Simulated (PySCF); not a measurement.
An EPR job on `CC(=O)c1cc[c]n1C` [radical].

Method: UKS B3LYP, pcH-1 on C H N O, non-relativistic, mean-field spin-orbit, GIAO (PySCF 2.14.0). Geometry: GFN2-xTB. A driver script takes a list of jobs; this job's settings line and coordinates (Å) are shown.

Command:
```bash
OMP_NUM_THREADS=1 python probes_run.py task.json out
```

Input:
```
{"job": {"kind": "epr", "basis": "pcH-1"}, "charge": 0, "multiplicity": 2}
C      2.146930    -1.241829     0.044751
C      0.651788    -1.142782    -0.189724
O      0.000239    -2.103189    -0.558359
C      0.092522     0.165060     0.059460
C      0.720643     1.339487     0.479167
C     -0.246319     2.344934     0.575254
C     -1.421514     1.736333     0.209690
N     -1.253049     0.455829    -0.098958
C     -2.274216    -0.462016    -0.517939
H      2.674315    -0.549486    -0.606698
H      2.380563    -0.995719     1.077564
H      2.469956    -2.257543    -0.168133
H      1.763909     1.463145     0.694358
H     -0.106200     3.364117     0.868795
H     -3.229134     0.060180    -0.548692
H     -2.335809    -1.302221     0.175422
H     -2.041622    -0.862268    -1.505870
```

Question: Estimate the output.

Answer: 
```
UKS, coarse grid
  cycle   1  E = -401.29212554  |g| = 6.49e-01
  cycle   2  E = -399.85578558  |g| = 1.72e+00
  cycle   3  E = -401.34469015  |g| = 4.42e-01
  cycle   4  E = -401.45542314  |g| = 1.33e-01
  cycle   5  E = -401.46029819  |g| = 8.31e-02
  cycle   6  E = -401.46375945  |g| = 2.09e-02
  cycle   7  E = -401.46393617  |g| = 1.02e-02
  cycle   8  E = -401.46398121  |g| = 3.49e-03
  cycle   9  E = -401.46399061  |g| = 2.07e-03
  cycle  10  E = -401.46399398  |g| = 7.70e-04
UKS, final grid
  cycle   1  E = -401.46400294  |g| = 9.47e-04
  cycle   2  E = -401.46400242  |g| = 1.58e-03
  cycle   3  E = -401.46400377  |g| = 2.47e-04
  cycle   4  E = -401.46400385  |g| = 2.06e-04
  cycle   5  E = -401.46400394  |g| = 9.61e-05
  cycle   6  E = -401.46400395  |g| = 2.92e-05
E = -401.46400395 Eh   <S^2> = 0.7582 (exact 0.7500)
g shifts (ppm)      1          2          3
  rmc          -167       -167       -167
  gc             20         19        -42
  oz_so        -787       -159        423
  total        -934       -306        214
hyperfine (MHz)  atom isotope    a_iso     a_fc   dipolar eigenvalues
    0   13C       5.60       5.60     -0.67     -0.50      1.17
    1   13C       4.27       4.27     -1.34     -1.18      2.52
    2   17O       0.87       0.87     -2.31     -2.01      4.32
    3   13C      29.19      29.19     -8.97     -1.61     10.58
    4   13C      48.26      48.26     -4.95     -1.83      6.78
    5   13C      46.38      46.38    -16.22     -4.60     20.82
    6   13C     532.55     532.55    -78.50    -57.54    136.04
    7   14N      15.12      15.12     -4.78     -1.00      5.78
    8   13C      16.80      16.80     -2.00     -1.89      3.89
    9    1H      -0.67      -0.67     -0.84     -0.52      1.36
   10    1H      -0.67      -0.67     -0.84     -0.52      1.36
   11    1H       4.05       4.05     -0.57     -0.38      0.95
   12    1H      18.58      18.58     -3.11     -2.41      5.52
   13    1H      13.11      13.11     -7.23     -5.39     12.61
   14    1H      -1.56      -1.56     -5.60     -4.01      9.61
   15    1H      -3.10      -3.10     -2.37     -2.25      4.62
   16    1H      -3.09      -3.09     -2.37     -2.25      4.62
```

rmc, gc and oz_so are the mass-correction, gauge-correction and orbital-Zeeman/spin–orbit parts of the g shift along its three principal axes; a_iso is the isotropic hyperfine coupling and a_fc its Fermi-contact part. Atoms in this output count from 0.

Question: How far is ⟨S²⟩ from the pure-spin value?

Answer: S = 0.5 gives S(S+1) = 0.75; the run has 0.7582, 0.0082 more.

Question: Get g_iso from the total shifts.

Answer: Their mean is -342 ppm; added to g_e = 2.002319 it gives 2.00198.

In short: ⟨S²⟩ 0.758; g_iso 2.0020.

Isolated species at its GFN2-xTB geometry (one conformer only).

Question: Estimate the wall time. Hardware: AMD EPYC 7B13, one thread (shared host). And the peak memory of the process?

Answer: About 77 s (density and orbital grids were written too), with 1.0 GiB resident at the peak, the Python interpreter and its libraries included.
Labels such as C1 count atoms from 1, the log's own numbers from 0.
